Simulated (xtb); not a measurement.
xtb was given this input:
```
$ xtb mol.xyz --gfn 2 --uhf 1 --alpb methanol --json

# file mol.xyz
3

Cl    -1.48182678    -0.13553318    -0.02688284
B     -0.01475540     0.71386629     0.00326913
Cl     1.48616661    -0.07442749     0.02592133
```

Question: Give the total energy at the level GFN2-xTB with ALPB(methanol) run with xtb.

Answer: -10.3138 Eh

Question: Predict the partial charges in atom order from GFN2-xTB with ALPB(methanol).

Answer: Cl1 -0.16, B2 0.33, Cl3 -0.16

Question: Predict the dipole moment from GFN2-xTB with ALPB(methanol).

Answer: 0.07 D
